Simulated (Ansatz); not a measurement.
A set of 12 reactions (hydrolysis), with CCSD(T)/CBS values in kJ/mol:

| reaction | ΔE |
| --- | --- |
| `[SiH3][SiH2]SS` + H₂O → `O[SiH2]SS` + SiH₄ | -95.1 |
| `[SiH3][O][Cd][SH]` + H₂O → `[OH][Cd][O][SiH3]` + H₂S | 93.1 |
| `[OH][Mo]([OH])([F])([F])=[S]` + H₂O → `[OH][Mo]([OH])([OH])([F])=[S]` + H–F | 19.7 |
| `[CH3][Mo]([CH3])(=[S])=[S]` + H₂O → `[CH3][Mo]([OH])(=[S])=[S]` + CH₄ | -115.8 |
| `C[O][Mg][S]C` + H₂O → `C[O][Mg][OH]` + CH₃SH | -1.1 |
| `S[SiH2][O][GeH3]` + H₂O → `O[SiH2][O][GeH3]` + H₂S | -38.0 |
| `[OH][Ta]([Cl])([Cl])([Cl])[Cl]` + H₂O → `[OH][Ta]([OH])([Cl])([Cl])[Cl]` + HCl | 7.9 |
| `CC1=[N+](C)[B-](C)(C)N1C` + H₂O → `CB(C)O` + `C/N=C(\C)NC` | -30.1 |
| `CC([SiH3])CF` + H₂O → `CC([SiH3])CO` + H–F | 4.0 |
| `[CH3][Hf]([NH2])([NH2])[NH2]` + H₂O → `[NH2][Hf]([NH2])([NH2])[OH]` + CH₄ | -177.6 |
| `CBCC[SiH3]` + H₂O → `CBCCO` + SiH₄ | 76.9 |
| `[OH][Ga]([F])[CH2]Br` + H₂O → `O[CH2][Ga]([OH])[F]` + HBr | 58.5 |

Program: Ansatz. Geometries: PBE0-D4/def2-TZVP. ΔE: electronic, gas phase. CCSD(T)/CBS is the MP2 limit (def2-TZVPP, def2-QZVPP) plus CCSD(T) − MP2 in def2-TZVPP, frozen cores. This one scheme is used for every species. DFT in def2-TZVPP. B3LYP here is the variant with VWN-RPA as its local correlation; programs differ in this. def2 core potentials past Kr. For Br, Cd, Ga, Ge, Hf, Mg, Mo, Ta outer-core shells are correlated without core-valence functions, which leaves a few kJ/mol of doubt a bond. Scalar relativity is left out up to krypton. Each species was taken in one conformer, which may not be the lowest.

(1) Give the mean, mean absolute and largest difference (level minus CCSD(T)/CBS, kJ/mol) for: PBE0-D4, B3LYP-D4, ωB97X-V, ωB97M-V, B2PLYP, r2SCAN, PBE0, MP2/def2-TZVPP, SCS-MP2/def2-TZVPP, HF/def2-QZVPP, MP2/def2-QZVPP, SCS-MP2/def2-QZVPP, HF/CBS(def2), CCSD/CBS(def2). (Best estimate.)

The largest T1 diagnostic in the set is 0.026, for `[CH3][Mo]([CH3])(=[S])=[S]` (customary mark 0.02).

CCSD(T)/CBS is a level of theory with its own doubt, and the functionals carry their triple-zeta basis error, so these figures describe this set and don't rank the functionals.

Results:

(1) Computed: 
| level | mean | mean absolute | largest |
| --- | --- | --- | --- |
| PBE0-D4 | 1.8 | 5.3 | 12.2 |
| B3LYP-D4 | -5.2 | 7.4 | -13.3 |
| ωB97X-V | -5.9 | 8.5 | -14.4 |
| ωB97M-V | -4.4 | 6.7 | -10.6 |
| B2PLYP | -7.3 | 9.2 | -17.5 |
| r2SCAN | -4.9 | 7.9 | -15.8 |
| PBE0 | -0.9 | 5.8 | -12.9 |
| MP2/def2-TZVPP | -0.4 | 4.3 | 12.1 |
| SCS-MP2/def2-TZVPP | -4.6 | 4.7 | -13.7 |
| HF/def2-QZVPP | -13.0 | 17.6 | -54.4 |
| MP2/def2-QZVPP | 1.3 | 4.8 | 11.8 |
| SCS-MP2/def2-QZVPP | -3.0 | 3.4 | -11.9 |
| HF/CBS(def2) | -13.1 | 17.6 | -54.5 |
| CCSD/CBS(def2) | -1.6 | 2.5 | -8.1 |
